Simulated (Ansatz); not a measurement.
Computed with Ansatz on PBE0-D4/def2-TZVP structures; ΔE is electronic, products minus reactants. CCSD(T)/CBS is the MP2 limit (def2-TZVPP, def2-QZVPP) plus CCSD(T) − MP2 in def2-TZVPP, frozen cores. This one scheme is used for every species. Each species was taken in one conformer, which may not be the lowest.

Consider the hydrogenolysis of the Si–N bond: `N[SiH2]S[SiH](N)F` + H₂ → `N[SiH2]S[SiH2]F` + NH₃.

| species | CCSD(T)/CBS(def2) energy (Eh) |
| --- | --- |
| `N[SiH2]S[SiH](N)F` | -1189.54396 |
| H₂ | -1.17544 |
| `N[SiH2]S[SiH2]F` | -1134.19017 |
| NH₃ | -56.50880 |

Q: Work out ΔE.

A: ΔE = (-1134.19017) + (-56.50880) − (-1189.54396) − (-1.17544) = 0.02043 Eh = +53.6 kJ/mol.

Largest T1 diagnostic among the species: 0.012.

The D4 term adds +14.7 kJ/mol with B3LYP and +8.0 kJ/mol with PBE0; it sums over pairs of atoms, weighted by their polarisabilities, and B3LYP, whose exchange is more repulsive, gets the larger term. In def2-TZVPP, CCSD(T) changes the Hartree–Fock value by +16.3 kJ/mol (the triples alone add +3.8 kJ/mol) and MP2 by +23.0 kJ/mol.

B3LYP here is the variant with VWN-RPA as its local correlation; programs differ in this.
